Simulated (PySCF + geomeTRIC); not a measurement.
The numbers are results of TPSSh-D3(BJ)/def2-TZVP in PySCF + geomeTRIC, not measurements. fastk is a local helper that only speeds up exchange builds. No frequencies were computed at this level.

```python
import json, numpy as np
from pyscf import gto, dft
from fastk import lowrank_exchange
atoms = """
C      1.967767     0.185760    -0.036045
O      0.753181     0.851325    -0.289556
C     -0.310666    -0.019439    -0.510603
C     -1.046466    -0.610607     0.659898
C     -1.681223     0.466268    -0.172271
H      2.719169     0.958631     0.112103
H      1.902330    -0.440145     0.861429
H      2.256385    -0.446298    -0.885085
H     -0.182611    -0.645642    -1.393960
H     -1.418665    -1.620225     0.578877
H     -0.710946    -0.338608     1.648708
H     -1.754262     1.451563     0.259135
H     -2.493992     0.207418    -0.832631
"""
def scf(charge, spin, dm0=None):
    mol = gto.M(atom=atoms, basis='def2-tzvp', ecp={}, charge=charge, spin=spin, verbose=3, max_memory=5040)
    mf = dft.KS(mol, xc='tpssh').density_fit(auxbasis="def2-universal-jkfit")
    mf.disp = 'd3bj'
    mf.grids.level = 3
    mf.conv_tol = 1e-8
    mf.max_cycle = 60
    mf.kernel(dm0)
    if not mf.converged:
        mf = mf.newton().run(mf.mo_coeff, mf.mo_occ).undo_soscf()
    return mf
mf = scf(0, 0)
from pyscf.geomopt.geometric_solver import kernel as optimize
path = []
done, mol = optimize(mf, maxsteps=80, assert_convergence=False, callback=lambda env: path.append((env["energy"], bool(env["g_scanner"].converged))))
res = dict(converged=bool(done and path[-1][1]), energy=path[-1][0], path=[e for e, c in path], xyz=mol.atom_coords(unit="Angstrom").tolist(), nao=mol.nao)
json.dump(res, open("result.json", "w"))
```

Output:

```
converged SCF energy = -232.526921869594
Geometry optimization cycle 1
converged SCF energy = -232.526921870687
cycle 1: E = -232.526921871  dE = -232.527  norm(grad) = 0.0149902
Geometry optimization cycle 2
converged SCF energy = -232.52724284798
cycle 2: E = -232.527242848  dE = -0.000320977  norm(grad) = 0.00585611
Geometry optimization cycle 3
converged SCF energy = -232.527285815006
cycle 3: E = -232.527285815  dE = -4.2967e-05  norm(grad) = 0.00206882
Geometry optimization cycle 4
converged SCF energy = -232.527294031175
cycle 4: E = -232.527294031  dE = -8.21617e-06  norm(grad) = 0.000589725
Geometry optimization cycle 5
converged SCF energy = -232.527295154181
cycle 5: E = -232.527295154  dE = -1.12301e-06  norm(grad) = 0.000373509
Geometry optimization cycle 6
converged SCF energy = -232.527295607995
cycle 6: E = -232.527295608  dE = -4.53815e-07  norm(grad) = 0.000212203
Geometry optimization cycle 7
converged SCF energy = -232.527295754271
cycle 7: E = -232.527295754  dE = -1.46276e-07  norm(grad) = 0.000158217
Geometry optimization cycle 8
converged SCF energy = -232.527295755475
cycle 8: E = -232.527295755  dE = -1.20374e-09  norm(grad) = 0.000190749
<class 'geometric.internal.Distance'> : 13
<class 'geometric.internal.Angle'> : 25
<class 'geometric.internal.Dihedral'> : 30
<class 'geometric.internal.TranslationX'> : 1
<class 'geometric.internal.TranslationY'> : 1
<class 'geometric.internal.TranslationZ'> : 1
<class 'geometric.internal.RotationA'> : 1
<class 'geometric.internal.RotationB'> : 1
<class 'geometric.internal.RotationC'> : 1
Step    0 : Gradient = 4.158e-03/9.838e-03 (rms/max) Energy = -232.5269218707
Step    1 : Displace = 1.186e-02/2.010e-02 (rms/max) Trust = 1.000e-01 (=) Grad = 1.624e-03/2.827e-03 (rms/max) E (change) = -232.5272428480 (-3.210e-04) Quality = 1.183
Step    2 : Displace = 6.068e-03/1.180e-02 (rms/max) Trust = 1.414e-01 (+) Grad = 5.738e-04/9.803e-04 (rms/max) E (change) = -232.5272858150 (-4.297e-05) Quality = 1.281
Step    3 : Displace = 3.388e-03/6.535e-03 (rms/max) Trust = 2.000e-01 (+) Grad = 1.636e-04/2.993e-04 (rms/max) E (change) = -232.5272940312 (-8.216e-06) Quality = 1.221
Step    4 : Displace = 1.366e-03/2.478e-03 (rms/max) Trust = 2.828e-01 (+) Grad = 1.036e-04/2.386e-04 (rms/max) E (change) = -232.5272951542 (-1.123e-06) Quality = 1.435
Step    5 : Displace = 1.279e-03/2.322e-03 (rms/max) Trust = 3.000e-01 (+) Grad = 5.885e-05/1.039e-04 (rms/max) E (change) = -232.5272956080 (-4.538e-07) Quality = 1.265
Step    6 : Displace = 1.057e-03/1.938e-03 (rms/max) Trust = 3.000e-01 (=) Grad = 4.388e-05/7.764e-05 (rms/max) E (change) = -232.5272957543 (-1.463e-07) Quality = 0.797
Step    7 : Displace = 9.366e-04/1.757e-03 (rms/max) Trust = 3.000e-01 (=) Grad = 5.290e-05/1.138e-04 (rms/max) E (change) = -232.5272957555 (-1.204e-09) Quality = 0.008
Converged! =D
```

Cost: very roughly 6 core-minutes.
